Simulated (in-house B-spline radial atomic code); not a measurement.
**Ionising neutral phosphorus with different functionals**

Computed with an all-electron radial atomic-structure program (B-spline basis): non-relativistic Hamiltonian, point nucleus, spin-polarised at highest spin, spherical fractional occupations for the functionals, the average over the highest-spin determinants for Hartree-Fock. The ionisation energy is the difference of two self-consistent energies, [Ne] 3s2 3p3 → [Ne] 3s2 3p2, without Breit or QED terms; ε is the level of the shell that loses the electron (its least bound occupied spin orbital).

Hybrids are left out here: with spherical fractional occupations of an open shell their exact exchange keeps a self-interaction that integer-occupation calculations don't have.

| method | rung | ΔSCF (eV) | -ε(3p) (eV) |
| --- | --- | --- | --- |
| Hartree-Fock | Hartree-Fock | 10.05 | 10.67 |
| LDA VWN5 | LDA | 10.54 | 6.30 |
| LDA PW92 | LDA | 10.53 | 6.29 |
| LDA exchange-only | LDA | 9.69 | 5.53 |
| PBE | GGA | 10.55 | 6.29 |
| PBEsol | GGA | 10.50 | 6.25 |
| BLYP | GGA | 10.24 | 5.97 |
| RPBE | GGA | 10.55 | 6.29 |
| PW91 | GGA | 10.59 | 6.33 |
| BP86 | GGA | 10.58 | 6.33 |
| AM05 | GGA | 10.47 | 6.22 |
| OLYP | GGA | 10.40 | 6.10 |
| TPSS | meta-GGA | 10.68 | 6.42 |
| SCAN | meta-GGA | 10.92 | 6.70 |
| r2SCAN | meta-GGA | 10.92 | 6.70 |
| M06-L | meta-GGA | ? | ? |
| revTPSS | meta-GGA | ? | ? |

Question: What does M06-L give?

Answer: ΔSCF 10.72 eV, and -ε(3p) = 6.45 eV.

Question: What does revTPSS give?

Answer: ΔSCF 10.66 eV, and -ε(3p) = 6.41 eV.

Question: How do they compare with the NIST value?

Answer: NIST lists 10.487 eV (measured, ground level to ground level). Errors run from -0.80 to +0.43 eV; PBEsol is closest (+0.02 eV), but part of that can be cancellation, since the calculations leave out relativity, Breit-QED terms, multiplet and fine-structure energies. Hartree-Fock also lacks correlation.
